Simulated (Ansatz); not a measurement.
One change: `CC(F)(F)[SiH2]F` becomes `COC(C)(F)F`.

Ansatz, PBE0-D4/def2-TZVP geometries, multiplicity 1. Each molecule was computed in one conformer, which needn't be the lowest.

```csv
property,`CC(F)(F)[SiH2]F`
HOMO–LUMO gap (PBE0/def2-TZVPP) / eV,8.53
LUMO energy (PBE0/def2-TZVPP) / eV,-0.15
HOMO–LUMO gap (PBE/def2-TZVPP) / eV,6.07
HOMO energy (ωB97M-V/def2-TZVPP) / eV,-10.98
size of the dipole moment (B3LYP/def2-TZVPP) / D,1.58
HOMO–LUMO gap (ωB97M-V/def2-TZVPP) / eV,12.58
```

What does the change do to each property? (Best estimate.)

The calculation gave: 
```
                                        property  `COC(C)(F)F`  shift
            HOMO–LUMO gap (PBE0/def2-TZVPP) / eV          9.83   1.30
              LUMO energy (PBE0/def2-TZVPP) / eV          1.20   1.35
             HOMO–LUMO gap (PBE/def2-TZVPP) / eV          7.37   1.30
           HOMO energy (ωB97M-V/def2-TZVPP) / eV        -11.06  -0.08
size of the dipole moment (B3LYP/def2-TZVPP) / D          3.01   1.43
         HOMO–LUMO gap (ωB97M-V/def2-TZVPP) / eV         13.66   1.08
```

With PBE0 the HOMO rises by 0.05 eV and the LUMO rises by 1.35 eV, so the gap widens by about 1.30 eV. PBE moves the HOMO by 0.18 eV and ωB97M-V by -0.08 eV. Dipoles are sizes alone; their direction can turn.

B3LYP here is the variant with VWN-RPA as its local correlation; programs differ in this.
